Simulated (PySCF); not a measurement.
## MoO2(OH), doublet: data card

Computed with UPBE0 in PySCF with Mo def2-TZVP with ECP28, O def2-TZVP, H def2-TZVP; scalar-relativistic core potentials, no spin–orbit coupling; density-fitted integrals.

The structure is a saddle point with 1 imaginary mode.

```xyz
5
charge 0 multiplicity 2, angstrom
Mo    0.0093    0.0209    0.0000
O     1.6922    0.0680    0.0000
O    -0.7235    1.5375    0.0000
O    -0.9037   -1.6202    0.0000
H    -1.8373   -1.8424    0.0000
```

* Point group: Cs
* Bond lengths: Mo–O 1.684 Å (×2), Mo–O 1.878 Å, O–H 0.960 Å
* Bond angles: H–O–Mo 132.5°, O–Mo–O 114.2°, O–Mo–O 120.7°, O–Mo–O 125.1°
* Highest occupied level (α): -7.36 eV
* Principal polarisabilities: 36.1, 46.8, 49.3 bohr³
* Spin squared ⟨S²⟩: 0.761
* Dipole moment: 3.59 D
* Principal quadrupole moments (Buckingham, traceless) about the centre of mass: -9.46, 4.50, 4.97 D Å
* Rotational constants: 0.2618, 0.1881, 0.1095 cm⁻¹
* Atomisation energy without zero-point energy: 1995 kJ/mol
* Zero-point energy (real modes): 49.3 kJ/mol
* Lowest empty level (β): -3.48 eV

Harmonic modes (masses in u: Mo 97.905, O 15.995, H 1.008):
```json
{"symmetry": "a''", "ω (cm⁻¹)": "109i", "IR (km/mol)": "–"}
{"symmetry": "a'", "ω (cm⁻¹)": "212", "IR (km/mol)": "7.2"}
{"symmetry": "a'", "ω (cm⁻¹)": "325", "IR (km/mol)": "3.8"}
{"symmetry": "a'", "ω (cm⁻¹)": "488", "IR (km/mol)": "139"}
{"symmetry": "a''", "ω (cm⁻¹)": "514", "IR (km/mol)": "108"}
{"symmetry": "a'", "ω (cm⁻¹)": "736", "IR (km/mol)": "99.2"}
{"symmetry": "a'", "ω (cm⁻¹)": "1009", "IR (km/mol)": "280"}
{"symmetry": "a'", "ω (cm⁻¹)": "1050", "IR (km/mol)": "91.2"}
{"symmetry": "a'", "ω (cm⁻¹)": "3907", "IR (km/mol)": "226"}
```

Charges (e):
```json
{"atom": "Mo1", "Mulliken": "1.53", "Löwdin": "0.76", "polar tensor": "1.93", "spin (Mulliken)": "1.08", "Mayer order to Mo1": "–"}
{"atom": "O2", "Mulliken": "-0.57", "Löwdin": "-0.30", "polar tensor": "-0.72", "spin (Mulliken)": "-0.03", "Mayer order to Mo1": "1.94"}
{"atom": "O3", "Mulliken": "-0.57", "Löwdin": "-0.31", "polar tensor": "-0.71", "spin (Mulliken)": "-0.02", "Mayer order to Mo1": "1.95"}
{"atom": "O4", "Mulliken": "-0.74", "Löwdin": "-0.33", "polar tensor": "-0.84", "spin (Mulliken)": "-0.03", "Mayer order to Mo1": "0.91"}
{"atom": "H5", "Mulliken": "0.35", "Löwdin": "0.18", "polar tensor": "0.34", "spin (Mulliken)": "0.00", "Mayer order to Mo1": "0.02"}
```
Other Mayer orders above 0.3: O–H 0.87.

Mulliken populations on Mo1 (electrons outside its core potential): s 2.33, p 6.21, d 3.84, f 0.08.

Outer orbital energies (eV). α occupied: -12.04, -11.49, -11.42, -10.97, -9.92, -9.81, -9.12, -7.36; empty: -3.11, -2.31, -0.48, 0.14. β occupied: -12.46, -11.88, -11.44, -11.36, -10.76, -10.06, -9.65, -9.18; empty: -3.48, -2.71, -1.98, -0.27.

This need not be the most stable arrangement of these atoms. Other spin states or occupations of the open shell can lie lower. At this level a doublet minimum of C1 symmetry lies 4 kJ/mol below this structure.

The final relaxation and frequency run took 3.4 min on 4 threads of a shared Arm Neoverse N1 host, with 139 basis functions and 26 gradients; the process peaked at 1.6 GiB.
